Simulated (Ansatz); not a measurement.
Job for Ansatz (an electronic-structure program): R-wB97X-V/def2-TZVPPD on BGeH7O (a complex), monomers drawn apart or pushed together. Files ending in .json are basis or fitting sets from the Basis Set Exchange.

Ansatz 0.2 input:
```yaml
crystal:
  periodic: [false, false, false]
  atoms:
    - {symbol: B, position_ang: [1.22284798, 0.28758192, 0.80215111]}
    - {symbol: Ge, position_ang: [-0.61922060, -0.01846758, -0.12897739]}
    - {symbol: H, position_ang: [2.03320530, -0.56622599, 0.58764307]}
    - {symbol: H, position_ang: [1.62735527, 1.41308246, 0.76436332]}
    - {symbol: H, position_ang: [-0.56440854, 0.02659387, -1.67015228]}
    - {symbol: H, position_ang: [-1.24588378, -1.39665935, 0.23701645]}
    - {symbol: H, position_ang: [-1.70654344, 1.01015974, 0.29427011]}
    - {symbol: O, position_ang: [1.54842197, 0.10150648, 3.70305588]}
    - {symbol: H, position_ang: [1.17733947, -0.77487404, 3.87840203]}
    - {symbol: H, position_ang: [0.91277294, 0.75648044, 4.02391019]}
basis:
  gaussian:
    orbitals: def2-TZVPPD.json
hamiltonian:
  xc: {name: wB97X-V}
scf: {lower_state_search: off}
```

Program output:

```
WARN ansatz: RAYON_NUM_THREADS=1 ignored (pool sized by the plan → 1); use --threads N
Functional definition: wB97X-V
these checks for a lower state are left out or cut short: stability, starts, cluster_reference, orbital_swaps, neighbouring_geometries, increment
integrals: 0.22 GiB planned
1176 factors; their error is unknown
integrals: 0.25 GiB planned
370 factors; integrals over basis functions are off by at most 2.4e-5 eV
mean field: 1.77 GiB planned
mean field evaluation 1: about -59345.8832 eV, gradient 4.6e1 eV
mean field evaluation 2: about -59345.6227 eV, gradient 5.0e1 eV
mean field evaluation 4: about -59349.2121 eV, gradient 1.0e0 eV
mean field evaluation 8: about -59349.3683 eV, gradient 4.7e-2 eV
mean field evaluation 16: about -59349.3683 eV, gradient 1.9e-5 eV
mean field -59349.36832230 eV, -2181.0490573977 hartree, gradient 5.4e-6 eV, S^2 0.000000; 0 other end points of the search recorded, 0 dependent functions left out
reference -59349.36831941 eV, -2181.0490572918 hartree; 26, 26 occupied and 224, 224 virtual orbitals, 1176 factors
Total energy: -59349.36831941 eV, -2181.0490572918 hartree
Checks for a lower state left out: stability, starts, cluster_reference, orbital_swaps, neighbouring_geometries, increment
```

Self-consistency was reached.

Cost: roughly 16 core-seconds.
